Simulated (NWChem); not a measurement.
System: AuH₂OBr; SMILES [OH2]->[Au][Br]

Program: NWChem. Geometry: optimised at PBE0/def2-SVP. def2 effective core potentials on Au; no spin-orbit coupling. Static field.

Problem. Estimate the computed values for B3LYP/def2-SVPD. Quantities: isotropic polarisability (bohr³); anisotropy (bohr³).

Solution. 
- isotropic polarisability (bohr³): 63.8
- anisotropy (bohr³): 38.6
